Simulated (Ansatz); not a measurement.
`CN[SiH](C)S` + HCl → `C[SiH](S)Cl` + CH₃NH₂ at 600 K and 1 bar (ligand exchange at the Si–N bond).

Gas-phase electronic energies from Ansatz, PBE0-D4/def2-TZVP geometries. CCSD(T)/CBS is the MP2 limit (def2-TZVPP, def2-QZVPP) plus CCSD(T) − MP2 in def2-TZVPP, frozen cores. This one scheme is used for every species. One conformer a species, not always the lowest.

| species | CCSD(T)/CBS energy (Eh) | H − E (kJ/mol) | S (J/(mol·K)) |
| --- | --- | --- | --- |
| `CN[SiH](C)S` | -823.14471 | 365.5 | 494.9 |
| HCl | -460.38127 | 35.4 | 207.2 |
| `C[SiH](S)Cl` | -1187.79090 | 207.2 | 426.0 |
| CH₃NH₂ | -95.75281 | 199.3 | 283.8 |

H − E and S are ideal-gas, rigid-rotor, harmonic terms from PBE0-D4/def2-TZVP, for one conformer and one mirror image of each species. 1 Eh = 2625.50 kJ/mol, R = 8.31446 J/(mol·K).

By hand: ΔE, ΔH, ΔS and ΔG.

ΔE = (-1187.79090) + (-95.75281) − (-823.14471) − (-460.38127) = -0.01773 Eh = -46.6 kJ/mol. Δ(H − E) = 207.2 + 199.3 − 365.5 − 35.4 = 5.6, so ΔH = -41.0 kJ/mol. ΔS = 426.0 + 283.8 − 494.9 − 207.2 = 7.7 J/(mol·K). ΔG = -41.0 − 600 × (7.7)/1000 = -45.6 kJ/mol.

By hand: the equilibrium constant, and the temperature at which ΔG would vanish if ΔH and ΔS stayed fixed.

log₁₀ K = −ΔG/(RT ln 10) = 4.0. ΔH and −TΔS have one sign here, so there is no such temperature.

The number of gas molecules stays the same, so ΔS is small and ΔH decides. A doubt of 5 kJ/mol in ΔE shifts log₁₀ K by 0.4 here. Other conformers and mirror images would add mixing entropy, several J/(mol·K) or more a flexible species. These are equilibria of isolated gas molecules and say nothing of rates. Largest T1 diagnostic: 0.010 (customary marks: 0.02 for closed shells, 0.045 for open ones).

ΔS is within the doubt of such terms, so its sign, and with it that verdict, could turn.
